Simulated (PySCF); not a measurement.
Be(Br)(SiH3), SMILES [SiH3][Be][Br], CAM-B3LYP/def2-SVP optimised geometry.

```
6

Be     0.38     0.20     0.00
Br     2.34     0.20     0.00
Si    -1.79     0.20     0.00
H     -2.33     0.61     1.33
H     -2.34    -1.15    -0.31
H     -2.34     1.15    -1.01
```

Density from CAM-B3LYP/def2-TZVP in PySCF at that geometry.

Minimum of the electron density along straight lines between bonded atoms, close to the bond critical point (lines longer than 1.1 times the sum of covalent radii, or with two minima, are not listed):

```csv
bond,length / Å,ρ at the minimum / e bohr⁻³,∇²ρ there / e bohr⁻⁵,position (fraction from the first atom)
Be1–Br2,1.960,0.077,___,0.30
Be1–Si3,2.165,0.076,___,0.30
Si3–H4,1.493,0.118,0.15,0.49
Si3–H5,1.493,0.118,0.15,0.49
Si3–H6,1.493,0.118,0.15,0.49
```

What belongs in the gaps?


- Be1–Br2, ∇²ρ there / e bohr⁻⁵: 0.27
- Be1–Si3, ∇²ρ there / e bohr⁻⁵: -0.02
